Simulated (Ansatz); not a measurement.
Compare A (`[SiH3]SCS`) with its isomer B (`CSS[SiH3]`).

Calculated with Ansatz (gas phase, PBE0-D4/def2-TZVP geometries, no zero-point term in ΔE). CBS: MP2 limit from def2 TZ/QZ plus the TZ coupled-cluster correction, frozen cores. Functionals use def2-TZVPP. B3LYP here is the variant with VWN-RPA as its local correlation; programs differ in this. One conformer a species, not always the lowest.

Q: Which is lower in electronic energy at CCSD(T)/CBS, and by how much? (Estimate.)

A: Ansatz gave: B, by 6.4 kcal/mol.

Q: Give E(B) − E(A) in kcal/mol with PBE-D4, B3LYP-D4, HF/def2-TZVPP, B2PLYP, CCSD/def2-TZVPP, MP2/def2-TZVPP, B3LYP. (Best estimate.)

A: Ansatz gave: PBE-D4 -7.8, B3LYP-D4 -7.4, HF/def2-TZVPP -6.5, B2PLYP -7.0, CCSD/def2-TZVPP -5.3, MP2/def2-TZVPP -5.5, B3LYP -7.8. None reverses the order clearly.

Q: Does the order hold for the free energy at 298.15 K (harmonic terms from PBE0-D4)? (Best estimate.)

A: Computed: Yes: G(B) − G(A) = -5.6 kcal/mol, for one conformer each.

Largest T1 diagnostic: 0.012.

From BLYP to BHLYP (50 % exact exchange), in def2-TZVPP and without D4, E(B) − E(A) moves by +1.2 kcal/mol. At CCSD(T), def2-SVP lies +4.7 kcal/mol from the extrapolated value and def2-TZVPP +1.0 kcal/mol.
